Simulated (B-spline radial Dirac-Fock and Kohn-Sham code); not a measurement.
Calculated with an atomic code on a B-spline grid, using the independent-particle Dirac-Slater model, thresholds from Dirac-Fock. Kinetic energies are from the vacuum level. Open shells are spread statistically over j, without multiplet splitting. Without correlation, outer binding energies are uncertain by a few eV, most for open f shells.

**Question.** A free atom or ion in its tabulated ground configuration is ionised with 790 eV photons and gives these photoelectron lines. Identify it and assign the lines.

| kinetic energy (eV) | relative cross section |
| --- | --- |
| 77.51 | 27.5 |
| 191.8 | 50.8 |
| 200.2 | 100.0 |
| 695.6 | 4.9 |
| 729.1 | 4.6 |
| 730.1 | 9.0 |
| 776.5 | 0.63 |
| 776.6 | 0.93 |

**Answer.** Cr⁺, [Ar] 3d5. Binding energies are hν less the kinetic energy: 2s 712.5 eV, 2p1/2 598.2 eV, 2p3/2 589.8 eV, 3s 94.37 eV, 3p1/2 60.88 eV, 3p3/2 59.90 eV, 3d3/2 13.52 eV, 3d5/2 13.44 eV.

**Question.** A free atom or ion in its tabulated ground configuration is ionised with 4380 eV photons and gives these photoelectron lines. Identify it and assign the lines.

| kinetic energy (eV) | relative cross section |
| --- | --- |
| 2430.0 | 40.3 |
| 2624.4 | 52.7 |
| 2767.8 | 100.0 |
| 3099.3 | 67.0 |
| 3129.7 | 92.9 |
| 3929.2 | 10.5 |
| 4006.4 | 11.7 |
| 4038.4 | 21.7 |
| 4167.1 | 11.7 |
| 4172.9 | 16.2 |
| 4278.3 | 2.0 |
| 4303.4 | 1.9 |
| 4308.4 | 3.5 |
| 4318.3 | 0.43 |
| 4319.1 | 0.54 |

**Answer.** Gd⁴⁺, [Xe] 4f6. Binding energies are hν less the kinetic energy: 3s 1950.0 eV, 3p1/2 1755.6 eV, 3p3/2 1612.2 eV, 3d3/2 1280.7 eV, 3d5/2 1250.3 eV, 4s 450.8 eV, 4p1/2 373.6 eV, 4p3/2 341.6 eV, 4d3/2 212.9 eV, 4d5/2 207.1 eV, 5s 101.7 eV, 5p1/2 76.61 eV, 5p3/2 71.57 eV, 4f5/2 61.68 eV, 4f7/2 60.88 eV.
